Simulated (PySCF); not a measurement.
CH3O, charge -1, singlet, at a GFN2-xTB geometry (in this run its highest filled SCF level lies above zero, so its values depend strongly on the basis, on diffuse functions most of all), with bond 5-1 at 2.0 times its length. Base run: PySCF with M062X/cc-pVDZ.

The PySCF input:
```python
from pyscf import gto, scf, dft

mol = gto.M(
    atom='''
C    -0.023319    0.519241   -0.015400
O     0.034690   -0.772439    0.022909
H    -1.086395    0.974056   -0.049513
H     0.456560    1.070946    0.880976
H     1.007778    1.518889   -1.829276
''',
    basis='cc-pvdz',
    charge=-1,
    spin=0,
    verbose=4,
)

mf = dft.RKS(mol)
mf.xc = 'm062x'
mf.kernel()
mf.analyze()
```

Each row names what was changed in the base input (with any setting that the change needs).

```json
[
 {"change": "base", "ΔE vs base (mEh)": "0.000", "SCF cycles": "10", "outcome": "converged"},
 {"change": "diis = off; damp = 0.6 (with mf.diis_start_cycle = 200; with mf.max_cycle = 150)", "ΔE vs base (mEh)": "0.000", "SCF cycles": "24", "outcome": "converged"},
 {"change": "init_guess = huckel", "ΔE vs base (mEh)": "0.000", "SCF cycles": "11", "outcome": "converged"},
 {"change": "solver = newton", "ΔE vs base (mEh)": "0.000", "SCF cycles": "-", "outcome": "converged"},
 {"change": "conv_tol = 1e-11", "ΔE vs base (mEh)": "0.000", "SCF cycles": "11", "outcome": "converged"},
 {"change": "conv_tol_grad = 1e-7", "ΔE vs base (mEh)": "0.000", "SCF cycles": "13", "outcome": "converged"},
 {"change": "level_shift = 0.1 (with mf.max_cycle = 100)", "ΔE vs base (mEh)": "0.000", "SCF cycles": "11", "outcome": "converged"},
 {"change": "conv_tol = 1e-7", "ΔE vs base (mEh)": "0.000", "SCF cycles": "9", "outcome": "converged"},
 {"change": "DIIS = EDIIS", "ΔE vs base (mEh)": "-", "SCF cycles": "50", "outcome": "not converged"},
 {"change": "init_guess = mod_huckel", "ΔE vs base (mEh)": "0.000", "SCF cycles": "11", "outcome": "converged"},
 {"change": "diis = off; damp = 0.3 (with mf.diis_start_cycle = 200; with mf.max_cycle = 150)", "ΔE vs base (mEh)": "0.000", "SCF cycles": "105", "outcome": "converged"},
 {"change": "conv_tol = 1e-12", "ΔE vs base (mEh)": "0.000", "SCF cycles": "12", "outcome": "converged"},
 {"change": "conv_tol_grad = 1e-3", "ΔE vs base (mEh)": "0.000", "SCF cycles": "10", "outcome": "converged"}
]
```
